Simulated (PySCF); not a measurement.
C2H2F3 (SMILES [CH2]C(F)(F)F), doublet, at a GFN2-xTB geometry, atoms displaced at random by about 0.03 Å a coordinate; TPSS/STO-3G, gradient (PySCF).

Input for PySCF:
```python
from pyscf import gto, scf, dft

mol = gto.M(
    atom='''
C     1.46930593   -0.29936017   -0.00729499
C     0.02603663    0.01146099   -0.00554947
F    -0.62716305   -0.64092842   -0.93245009
F    -0.20259050    1.32624464   -0.21793278
F    -0.57269551   -0.36610710    1.13733167
H     1.77050663   -1.36607322    0.02771511
H     2.17896565    0.41266893   -0.07299019
''',
    basis='sto-3g',
    spin=1,
    verbose=4,
)

mf = dft.UKS(mol)
mf.xc = 'tpss'
mf.grids.level = 0
mf.kernel()
g = mf.nuc_grad_method()
g.grid_response = False
grad = g.kernel()
```

Question: What does PySCF print? Leave out banner, timings and long lists.

Answer: 
```
PySCF version 2.14.0

[INPUT] verbose = 4
[INPUT] num. atoms = 7
[INPUT] num. electrons = 41
[INPUT] charge = 0
[INPUT] spin (= nelec alpha-beta = 2S) = 1
[INPUT] symmetry False subgroup None
[INPUT] Mole.unit = angstrom
[INPUT] Symbol           X                Y                Z      unit          X                Y                Z       unit  Magmom
[INPUT]  1 C      1.469305930000  -0.299360170000  -0.007294990000 AA    2.776585800899  -0.565708733903  -0.013785533181 Bohr   0.0
[INPUT]  2 C      0.026036630000   0.011460990000  -0.005549470000 AA    0.049202099907   0.021658132216  -0.010486978436 Bohr   0.0
[INPUT]  3 F     -0.627163050000  -0.640928420000  -0.932450090000 AA   -1.185166399947  -1.211179179250  -1.762075294926 Bohr   0.0
[INPUT]  4 F     -0.202590500000   1.326244640000  -0.217932780000 AA   -0.382840560439   2.506239143772  -0.411833267765 Bohr   0.0
[INPUT]  5 F     -0.572695510000  -0.366107100000   1.137331670000 AA   -1.082237666668  -0.691842151259   2.149245369094 Bohr   0.0
[INPUT]  6 H      1.770506630000  -1.366073220000   0.027715110000 AA    3.345772632427  -2.581504251903   0.052373967412 Bohr   0.0
[INPUT]  7 H      2.178965650000   0.412668930000  -0.072990190000 AA    4.117648313335   0.779831257817  -0.137931468880 Bohr   0.0

nuclear repulsion = 192.990161966497
number of shells = 17
number of NR pGTOs = 81
number of NR cGTOs = 27
basis = sto-3g
ecp = {}

******** <class 'pyscf.dft.uks.UKS'> ********
method = UKS
initial guess = minao
damping factor = 0
level_shift factor = 0
DIIS = <class 'pyscf.scf.diis.CDIIS'>
diis_start_cycle = 1
diis_space = 8
diis_damp = 0
SCF conv_tol = 1e-09
SCF conv_tol_grad = None
SCF max_cycles = 50
direct_scf = True
direct_scf_tol = 1e-13
number electrons alpha = 21  beta = 20
XC library pyscf.dft.libxc version 7.1.2
    S. Lehtola, C. Steigemann, M. J. T. Oliveira, and M. A. L. Marques,  SoftwareX 7, 1–5 (2018)
XC functionals = tpss
    J. Tao, J. P. Perdew, V. N. Staroverov, and G. E. Scuseria,  Phys. Rev. Lett. 91, 146401 (2003)
    J. P. Perdew, J. Tao, V. N. Staroverov, and G. E. Scuseria,  J. Chem. Phys. 120, 6898 (2004)
    J. Tao, J. P. Perdew, V. N. Staroverov, and G. E. Scuseria,  Phys. Rev. Lett. 91, 146401 (2003)
    J. P. Perdew, J. Tao, V. N. Staroverov, and G. E. Scuseria,  J. Chem. Phys. 120, 6898 (2004)
radial grids:
    Treutler-Ahlrichs [JCP 102, 346 (1995); DOI:10.1063/1.469408] (M4) radial grids

becke partition: Becke, JCP 88, 2547 (1988); DOI:10.1063/1.454033
pruning grids: <function nwchem_prune>
grids dens level: 0
symmetrized grids: False
atomic radii adjust function: <function treutler_atomic_radii_adjust>
small_rho_cutoff = 0
Set gradient conv threshold to 3.16228e-05
tot grids = 6672
init E= -372.36032620616

cycle= 1 E= -371.464525227683  delta_E= 0.896  |g|= 0.516  |ddm|= 2.46
cycle= 2 E= -371.317331401297  delta_E= 0.147  |g|= 0.739  |ddm|= 1.59
cycle= 3 E= -371.628553829819  delta_E= -0.311  |g|= 0.0791  |ddm|= 1.02
cycle= 4 E= -371.632768919099  delta_E= -0.00422  |g|= 0.0215  |ddm|= 0.161
cycle= 5 E= -371.633035004348  delta_E= -0.000266  |g|= 0.0122  |ddm|= 0.0541
cycle= 6 E= -371.633148312705  delta_E= -0.000113  |g|= 0.00144  |ddm|= 0.0219
cycle= 7 E= -371.63315095211  delta_E= -2.64e-06  |g|= 0.000384  |ddm|= 0.0042
cycle= 8 E= -371.633151027105  delta_E= -7.5e-08  |g|= 0.000304  |ddm|= 0.00118
cycle= 9 E= -371.633151096906  delta_E= -6.98e-08  |g|= 3.44e-05  |ddm|= 0.000554
cycle= 10 E= -371.633151098032  delta_E= -1.13e-09  |g|= 5.34e-06  |ddm|= 7.92e-05
cycle= 11 E= -371.633151098066  delta_E= -3.4e-11  |g|= 3.05e-06  |ddm|= 1.79e-05
Extra cycle  E= -371.633151098063  delta_E= 2.96e-12  |g|= 3.79e-06  |ddm|= 9.4e-06
converged SCF energy = -371.633151098063  <S^2> = 0.75415063  2S+1 = 2.0041463

******** <class 'pyscf.grad.uks.Gradients'> for <class 'pyscf.dft.uks.UKS'> ********
unit = Eh/Bohr
grid_response = False
--------------- UKS gradients ---------------
         x                y                z
0 C     0.0081879741     0.0867101978    -0.0075491506
1 C    -0.0463224824    -0.0221826864    -0.0200658716
2 F     0.0349619171     0.0473446759     0.0681559548
3 F    -0.0007068810    -0.0396680058    -0.0040501230
4 F     0.0037895113     0.0103530354    -0.0494538480
5 H    -0.0005009248    -0.0073794346    -0.0001693463
6 H    -0.0663223494    -0.0665984054     0.0058358675
----------------------------------------------
```
